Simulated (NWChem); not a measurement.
# ZnSiH4; SMILES [SiH3][ZnH]

```xyz
6

Zn    -0.0021    -0.8268     0.0000
H     -0.0037    -2.3865    -0.0001
Si    -0.0001     1.5534     0.0000
H      1.3762     2.1200    -0.1878
H     -0.5251     2.1208     1.2856
H     -0.8506     2.1210    -1.0978
```
Atoms are numbered in this order, from 1.

Computed with NWChem. Geometry: optimised at PBE0/def2-SVP. Ions are spin-unrestricted doublets at the neutral geometry; other ion states weren't tried.

Question: What does the run give for CAM-B3LYP/def2-SVP? Quantities: vertical ionisation energy, ΔSCF (eV); −ε(HOMO) (eV).

Answer: 
```
Quantity                               Value
-------------------------------------  -----
vertical ionisation energy, ΔSCF (eV)   9.51
−ε(HOMO) (eV)                           8.46
```
